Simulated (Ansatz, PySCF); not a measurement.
This PySCF input computes a CAM-B3LYP/def2-TZVPD energy:

```python
from pyscf import gto, scf, dft

mol = gto.M(
    atom='''
    B     0.66708160   -0.59224179    0.53641715
    Cl    0.97092648    0.35578601   -1.11165880
    Cl   -1.16712696   -0.18159724    0.95388905
    ''',
    basis='def2-tzvpd',
    charge=-1,
    spin=0,
    verbose=4,
)

mf = dft.RKS(mol, xc='camb3lyp').density_fit(auxbasis='def2-universal-jkfit')
mf.grids.level = 3
mf.conv_tol = 1e-9
mf.max_cycle = 100
mf.max_memory = 1500
mf.kernel()
if not mf.converged:
    mf = mf.newton()
    mf.kernel(mf.make_rdm1())
mf.analyze()
```

Write an input for the same energy in Ansatz (an electronic-structure program) and say what it gives.


Ansatz 0.2 input:
```yaml
crystal:
  periodic: [false, false, false]
  atoms:
    - {symbol: B, position_ang: [0.66708160, -0.59224179, 0.53641715]}
    - {symbol: Cl, position_ang: [0.97092648, 0.35578601, -1.11165880]}
    - {symbol: Cl, position_ang: [-1.16712696, -0.18159724, 0.95388905]}
basis:
  gaussian:
    orbitals: def2-TZVPD
hamiltonian:
  xc: {name: CAM-B3LYP}
total_charge: -1
output: {forces: true}
```
It gives -945.34135 Eh, and PySCF -945.34137 Eh, a difference of 0.02 mEh, from the treatment of integrals and grids.
